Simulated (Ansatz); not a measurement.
Input and output for CH₃FOSn.

```yaml
crystal:
  periodic: [false, false, false]
  atoms:
    - {symbol: F, position_ang: [1.293416, -1.850442, 1.479209]}
    - {symbol: C, position_ang: [0.896554, -0.724579, 0.932411]}
    - {symbol: O, position_ang: [0.027789, -0.697223, 0.125462]}
    - {symbol: Sn, position_ang: [-0.680004, 1.490363, -0.880199]}
    - {symbol: H, position_ang: [1.460936, 0.131976, 1.316660]}
    - {symbol: H, position_ang: [-2.332419, 0.935816, -0.588313]}
    - {symbol: H, position_ang: [-0.605072, 0.645989, -2.430931]}
basis:
  gaussian: {orbitals: ANO-RCC-VTZP}
hamiltonian: {xc: {name: wB97}}
```

```sh
$ ansatz run in.yaml --threads 2 --pin off --events-out ev --progress --plain --max-ram 4352MiB
```

Shortened log:

```
Functional definition: wB97
1455 factors; their error is unknown
408 factors; integrals over basis functions are off by at most 6.9e-5 eV
mean field evaluation 1: about -173938.8540 eV, gradient 4.5e1 eV
mean field evaluation 2: about -173937.4720 eV, gradient 5.7e1 eV
mean field evaluation 4: about -173942.2919 eV, gradient 3.4e0 eV
mean field evaluation 8: about -173942.3130 eV, gradient 8.2e-2 eV
mean field evaluation 16: about -173942.2783 eV, gradient 1.7e-4 eV
mean field -173942.27831060 eV, -6392.2608256038 hartree, gradient 6.1e-5 eV, S^2 0.000000; 0 other end points of the search recorded, 0 dependent functions left out
reference -173942.27829093 eV, -6392.2608248809 hartree; 38, 38 occupied and 162, 162 virtual orbitals, 1455 factors
Total energy: -173942.27829093 eV, -6392.2608248809 hartree
Relativity: scalar
```

Run time 19 s (2 threads of an Arm Neoverse V1 on a shared host); peak host memory 0.53 GiB.
